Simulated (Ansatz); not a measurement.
System (SMILES): [Si]Br (Si-Br), doublet.
Atoms: Si1, Br2. Bonds: Si1-Br2.

Basis-set convergence of the highest harmonic wavenumber at CCSD(T) with Ansatz (an electronic-structure program). Each level at its own minimum, finite differences of forces, unscaled; the reference is a large set that could be run, not a limit. Cartesian d functions, on some or all atoms, in 6-31G*, 6-311G**; all else is spherical. Cores are frozen (with 3d on Ga to Br). Open shells are unrestricted. No added dispersion term, no relativity. Reference: the value in aug-cc-pV(T+d)Z, 416 cm⁻¹, itself unsure by roughly 2 cm⁻¹ (its distance from def2-TZVPPD). Deviations are taken from unrounded values.

| basis | functions | highest harmonic wavenumber (cm⁻¹) | minus reference (cm⁻¹) |
|---|---|---|---|
| cc-pV(D+d)Z | 50 | 415 | -1 |
| def2-SVP | 50 | 422 | 6 |
| 6-31G* | 54 | 419 | 3 |
| aug-cc-pV(D+d)Z | 68 | 399 | -17 |
| 6-311G** | 71 | 411 | -5 |
| pcseg-2 | 77 | 422 | 6 |
| cc-pV(T+d)Z | 82 | 421 | 5 |
| def2-TZVP | 85 | 419 | 3 |
| def2-TZVPP | 90 | 421 | 5 |
| def2-TZVPPD | 105 | 418 | 2 |
| aug-cc-pV(T+d)Z | 114 | 416 | 0 |

The smallest set listed that lies within 50 cm⁻¹ of the reference with all its larger relatives (same family, alike in diffuse functions; a set with none counts only in the reference's own line) is cc-pV(D+d)Z (50 functions, -1 cm⁻¹ off), level with def2-SVP. Inside, with no larger relative to test it: pcseg-2, def2-TZVPPD.
